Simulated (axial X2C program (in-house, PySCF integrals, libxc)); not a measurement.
# Outer orbitals of TeCl⁻ at 2.466 Å, HF

Computed with an axial X2C code built on PySCF integrals. Spin-free means the one-electron spin-free X2C Hamiltonian; two-component (2c) means X2C with spin–orbit coupling and atomic mean-field two-electron Coulomb and Gaunt terms, so the difference of the two also holds small scalar two-electron terms. Basis: Te dyall-acv3z [12s13p9d5f1g], Cl dyall-av3z [9s8p3d2f] (cores contracted in-house); Gaussian nuclei, density fitting, unrestricted open shells. Masses: Te 129.906 u, Cl 34.969 u.

The distance is close to the 2c PBE0 minimum; the highest filled and lowest empty levels are listed.

Spin-free orbitals, state M_S = 0, Λ = 0 (closed shell) (Löwdin shares):

```json
{"symmetry": "σα", "occupied": "yes", "ε (eV)": "-23.81", "atomic character": "81% Cl s, 6% Te p, 6% Te d"}
{"symmetry": "σα", "occupied": "yes", "ε (eV)": "-14.81", "atomic character": "73% Te s, 18% Cl p, 4% Cl s"}
{"symmetry": "σα", "occupied": "yes", "ε (eV)": "-7.49", "atomic character": "64% Cl p, 23% Te p, 9% Te s"}
{"symmetry": "π-α", "occupied": "yes", "ε (eV)": "-7.44", "atomic character": "88% Cl p, 6% Te p, 3% Te d"}
{"symmetry": "π+α", "occupied": "yes", "ε (eV)": "-7.44", "atomic character": "88% Cl p, 6% Te p, 3% Te d"}
{"symmetry": "π-α", "occupied": "yes", "ε (eV)": "-2.89", "atomic character": "86% Te p, 6% Cl p, 4% Cl d"}
{"symmetry": "π+α", "occupied": "yes", "ε (eV)": "-2.89", "atomic character": "86% Te p, 6% Cl p, 4% Cl d"}
{"symmetry": "σα", "occupied": "no", "ε (eV)": "4.24", "atomic character": "84% Te p, 10% Cl p, 4% Te d"}
{"symmetry": "σα", "occupied": "no", "ε (eV)": "4.73", "atomic character": "77% Te s, 19% Cl p, 2% Te p"}
{"symmetry": "π+α", "occupied": "no", "ε (eV)": "4.86", "atomic character": "98% Te p"}
{"symmetry": "π-α", "occupied": "no", "ε (eV)": "4.86", "atomic character": "98% Te p"}
```

One partner of each degenerate Kramers or spin pair is listed.

Spinors with spin–orbit coupling (state Ω = 0):

| ω | occupied | ε (eV) | atomic character | λ mixture |
| --- | --- | --- | --- | --- |
| 1/2 | yes | -23.76 | 81% Cl s, 6% Te p, 6% Te d | 100% σ |
| 1/2 | yes | -14.80 | 73% Te s, 17% Cl p, 4% Cl s | 100% σ |
| 1/2 | yes | -7.55 | 69% Cl p, 20% Te p, 6% Te s | 66% σ, 34% π |
| 1/2 | yes | -7.39 | 81% Cl p, 10% Te p, 3% Te d | 66% π, 34% σ |
| 3/2 | yes | -7.33 | 88% Cl p, 6% Te p, 3% Te d | 100% π |
| 1/2 | yes | -3.22 | 84% Te p, 8% Cl p, 4% Cl d | 98% π, 2% σ |
| 3/2 | yes | -2.61 | 87% Te p, 6% Cl p, 4% Cl d | 100% π |
| 1/2 | no | 4.25 | 85% Te p, 9% Cl p, 4% Te d | 99% σ, 1% π |
| 1/2 | no | 4.77 | 77% Te s, 19% Cl p | 100% σ |
| 1/2 | no | 4.83 | 97% Te p | 99% π, 1% σ |
| 3/2 | no | 4.87 | 98% Te p | 100% π |

One partner of each degenerate Kramers or spin pair is listed.

(1) How does the gap between the highest filled and lowest empty level change from the spin-free to the 2c table?

Mulliken charges and populations of the two-component result (they depend on the basis, above all on diffuse functions):

Te -0.39 e (s 9.94 p 22.40 d 20.04 f 0.01), Cl -0.61 e (s 6.01 p 11.56 d 0.03).

The state is a single determinant with fixed occupations, the lowest that a limited PBE0 search found.

## Answers

(1) From 7.13 to 6.86 eV at HF, a change of -0.27 eV.
